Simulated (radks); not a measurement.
Question: These are the eigenvalues of the occupied orbitals of an atom or ion with whole-number occupations (hartree). Method: Dirac Kohn-Sham, BLYP, spin-unpolarised, spherical densities, finite nucleus; Fermi nuclear charge, rms radius of each element as measured or else 0.836 A^(1/3) + 0.57 fm; computed with a radial shooting solver on a logarithmic mesh with Libxc functionals.

| orbital | eigenvalue |
|---|---|
| 1s1/2 | -3232.263 |
| 2s1/2 | -578.5412 |
| 2p1/2 | -555.9127 |
| 2p3/2 | -475.4355 |
| 3s1/2 | -139.6562 |
| 3p1/2 | -129.3811 |
| 3p3/2 | -111.4267 |
| 3d3/2 | -94.43112 |
| 3d5/2 | -90.60956 |
| 4s1/2 | -32.41814 |
| 4p1/2 | -27.96017 |
| 4p3/2 | -23.56377 |
| 4d3/2 | -16.27642 |
| 4d5/2 | -15.45583 |
| 5s1/2 | -6.32759 |
| 4f5/2 | -6.02140 |
| 4f7/2 | -5.83643 |
| 5p1/2 | -4.80324 |
| 5p3/2 | -3.97856 |
| 5d3/2 | -1.86733 |
| 5d5/2 | -1.76937 |
| 6s1/2 | -1.37994 |

Which element is it, and in what charge state? The configuration may be excited. Open shells, if any, fill j = l - 1/2 first.

Answer: Z = 82, lead, charge +3: Pb3+ in [Xe] 4f14 5d10 6s1. The list shows which subshells hold electrons but not how many an open one holds; the 1s level, -3232.3 hartree, gives Z - s = 80.4 by -(Z - s)^2/2, which with screening and relativity narrows Z to a few neighbours, and the depths of the outer levels then fix element, charge and occupations together.
